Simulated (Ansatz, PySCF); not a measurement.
System: sum formula H2SiO2Br, charge 0, multiplicity 2. It need not be the lowest isomer of its formula. 
Coordinates optimised at B3LYP-D3(BJ)/def2-TZVP (Ansatz, an electronic-structure program):
SMILES: O[Si](O)Br
```xyz
6

Si    -0.5479    -0.1695    -0.8849
Br     1.0149     0.0717     0.7441
O     -1.4318     1.2138    -1.0253
O     -1.6132    -1.3515    -0.5085
H     -0.9638     2.0543    -1.0420
H     -2.5263    -1.0904    -0.3416
```
Charge 0, spin multiplicity 2.

Dipole moments at this geometry, in debye (magnitudes).

| level | program | dipole (D) |
|---|---|---|
| HF/def2-TZVPD | PySCF | 2.14 |
| BLYP/def2-TZVPD | Ansatz | 1.98 |
| B97M-V/def2-TZVPD | Ansatz | 2.00 |
| PBE0/def2-TZVPD | Ansatz | 2.04 |
| BHLYP/def2-TZVPD | Ansatz | 2.05 |
| r2SCAN0/def2-TZVPD | Ansatz | 2.08 |
| M06-2X/def2-TZVPD | PySCF | 2.05 |
| HSE06/def2-TZVPD | Ansatz | 2.04 |
| wB97M-V/def2-TZVPD | Ansatz | 2.05 |
| CCSD(T)/def2-SVPD | Ansatz | 2.02 |
